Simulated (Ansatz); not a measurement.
AlBrHO (`[OH][Al][Br]`) radical, relaxed with UKS PBE-D4/def2-SVP in Ansatz from a rough embedded geometry. The force threshold is 0.03 eV/Å; the program also tests the step.

The species carries charge 0 and has multiplicity 2.

Start:

```xyz
4

O    -1.052    0.465    0.480
Al    0.148    0.285   -0.834
Br    2.356   -0.250   -0.250
H    -1.452   -0.500    0.604
```

Question: By how much does the energy fall, and how many steps does the optimiser take? (An estimate is asked.)

Answer: The calculation gave: 0.33 eV, in 14 steps, 2 of them rejected.

Question: Which bonds change most? (Estimate.)

Answer: Computed: O1–H4 from 1.052 to 0.972 Å; O1–Al2 from 1.789 to 1.724 Å; Al2–Br3 from 2.346 to 2.290 Å.

Question: Give the relaxed structure. (Estimate.)

Answer: Computed: 
```xyz
4

O    -0.842   -0.077    0.599
Al    0.201    0.134   -0.758
Br    2.450   -0.039   -0.364
H    -1.809   -0.018    0.523
```
